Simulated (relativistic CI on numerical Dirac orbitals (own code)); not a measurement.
**Cu2+ in a cubic cluster: 3p photoemission with charge transfer**

Computed with a charge-transfer multiplet model of a cubic metal-ligand cluster with up to one ligand hole, Slater and spin-orbit integrals from Dirac-Coulomb-Breit ions, Slater integrals scaled by 0.8. The ground state mixes d9 with configurations of k ligand holes L, whose averages lie at kΔ + k(k − 1)U_dd/2; a core hole lowers each added d electron by U_cd. 20 K, Lorentzian 0.9 eV and Gaussian 0.8 eV FWHM.

Atomic integrals in eV (Slater integrals scaled, ζ unscaled), ground: F2dd 11.066, F4dd 6.905, zeta_d 0.099; with the core hole: F2dd 11.066, F4dd 6.905, zeta_d 0.108, zeta_core 1.726, F2cd 11.934, G1cd 14.725, G3cd 8.972.

Cluster parameters (eV): U_dd = 6.6, U_cd = 8.3, 10Dq = 0.85, 10Dq(ligand) = 0.4, V(eg) = 2.75, V(t2g) = -1.21, final-state hopping factor = 0.9.

Weights, n_d and S are thermal averages at 20 K. Binding energies count from the first peak over 30 % of the highest in each spectrum, which can be another peak from case to case. The parameters are a model scan and need not match a compound or its usual spin state. Peaks in eV (height, largest 100): 0.0 (100), 2.6 (53), 7.0 (7), 9.2 (24), 16.1 (16).

(1) Which parameters give this spectrum?
A. Δ = 2.6 eV
B. Δ = 1.6 eV
C. Δ = 3.6 eV
D. Δ = 4.6 eV
E. Δ = 0.6 eV

Answers

(1) A. Δ = 2.6 eV; the ground state then has 9.27 d electrons and S = 0.50. The choice follows from running the model for each set and comparing peak positions and heights.
